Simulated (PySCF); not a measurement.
C₂H₇NSi₂, SMILES C1=N[C@H]([SiH3])[SiH2]1. The structure is a stationary point at B3LYP-D3(BJ)/def2-SVP. The structure was generated by enumeration; whether it is a known compound was not checked.

Computed equilibrium geometry at B3LYP-D3(BJ)/def2-SVP (PySCF confirms it by a frequency run) as Cartesian coordinates in Å:
```xyz
12

Si     1.7674     0.7226     0.3075
C      0.3761    -0.5563     0.1919
N     -0.6737    -0.3338     1.2403
C     -1.7515    -0.0904     0.5747
Si    -0.9980    -0.3502    -1.1388
H      1.1971     2.0900     0.1331
H      2.4672     0.6455     1.6213
H      2.7479     0.4619    -0.7885
H      0.8218    -1.5615     0.2928
H     -2.6962     0.1434     1.0857
H     -1.4191    -1.5693    -1.8906
H     -0.9218     0.7928    -2.0974
```
Charge 0, spin multiplicity 1.
